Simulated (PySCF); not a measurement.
## A small calculation by hand: refractive index and permittivity of the vapour

Ge(H)(Cl)(NH2)2 (ClGeH₅N₂), SMILES [NH2][GeH]([Cl])[NH2].

Geometry: r2SCAN-D4/def2-SVP. The structure was generated by enumeration, and PubChem lists no compound with its InChIKey, so it may never have been made. The values are those of a single conformer.

PBE/def2-TZVP (PySCF) gives a mean static polarisability of 58.4 bohr³ and a dipole moment of 1.89 D. Take an ideal gas at 298.15 K and 1 bar, whether or not the substance is that volatile.

### Question
Work out n − 1 in the optical limit and the static ε − 1.

### Answer

Polarisability volume α' = 58.4 × 0.148185 = 8.65 Å³. Number density N = p/kT = 2.43e-5 Å⁻³.
Dilute limit of Lorentz–Lorenz: n − 1 = 2π N α' = 0.0013.
Orientation term of Debye: μ²/(3kT) = 8.098 Å³ × μ²(D²) = 28.93 Å³.
ε − 1 = 4π N (α' + μ²/3kT) = 0.011. Orientation of the dipole supplies 77 % of the static response; it can't follow optical fields. Vibrational polarisation and dispersion are left out.
